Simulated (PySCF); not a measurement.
C6H5O, SMILES c1c[c]cc(c1)O, multiplicity 2.

Coordinates come from a PBE-D3(BJ)/def2-SVP optimisation. The isomer is the one that the SMILES or the coordinates give; other isomers of the formula were not compared. One conformer was computed; it need not be the lowest.

Method: PySCF with PBE/def2-TZVP.

Gas-phase values at a fixed geometry.

total energy: -306.52386 hartree
point group: Cs
α spin, highest occupied and lowest empty level: -5.57 and -1.33 eV
β spin, highest occupied and lowest empty level: -5.63 and -3.21 eV
dipole moment: 2.20 D
quadrupole, principal values (traceless, Buckingham form, about the centre of nuclear charge): -7.32, 0.62, 6.70 D·Å
mean static polarisability: 71.9 bohr³ (10.65 Å³)
polarisability, principal values: 40.8, 81.1, 93.7 bohr³
⟨S²⟩: 0.756 (pure state 0.75)
